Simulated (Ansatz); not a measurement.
This geometry of C2H5BO (9 atoms, charge 0, multiplicity 1) is a first-order saddle point.

These are results of RKS PBE0-D4/def2-SVP in Ansatz 0.2.0, not measurements.

```xyz
9
Properties=species:S:1:pos:R:3
B -0.640 0.782 -0.391
C 0.734 0.063 -0.446
C 0.001 -0.311 0.781
O 0.452 -1.349 -0.372
H -1.575 0.354 -1.033
H -0.638 1.915 0.039
H 1.801 0.272 -0.381
H -0.626 -1.212 0.070
H 0.492 -0.513 1.733
```

**Question.** Which two structures does it join? (They come from a converged band through this point; their orientation in space is the band's.)

**Answer.** Bonds broken: C3–H8. Bonds formed: B1–C3, O4–H8.

Image 0:

```xyz
9
Properties=species:S:1:pos:R:3
B -0.637 1.013 -0.697
C 0.556 0.179 -0.201
C 0.176 -0.944 0.712
O 0.635 -1.203 -0.565
H -1.574 0.454 -1.216
H -0.669 2.206 -0.501
H 1.534 0.629 0.019
H -0.882 -1.169 0.906
H 0.860 -1.164 1.543
```

Image 10:

```xyz
9
Properties=species:S:1:pos:R:3
B -0.657 0.778 -0.214
C 0.784 0.109 -0.367
C 0.065 -0.162 0.855
O 0.300 -1.317 -0.115
H -1.557 0.246 -0.862
H -0.688 1.965 0.029
H 1.856 0.150 -0.560
H -0.538 -1.384 -0.623
H 0.434 -0.385 1.856
```

**Question.** How far does it lie above each of them?

**Answer.** 66.6 kcal/mol above the first and 28.5 kcal/mol above the second. This is the barrier of this one path; another mechanism may lie lower. The orbitals stay closed-shell, which can raise the energy where a bond breaks towards radicals; this wasn't checked here.

Run time: 3.2 min on 1 thread of Intel(R) Xeon(R) 6975P-C (Granite Rapids), with other jobs on the host, peak memory 0.17 GiB.
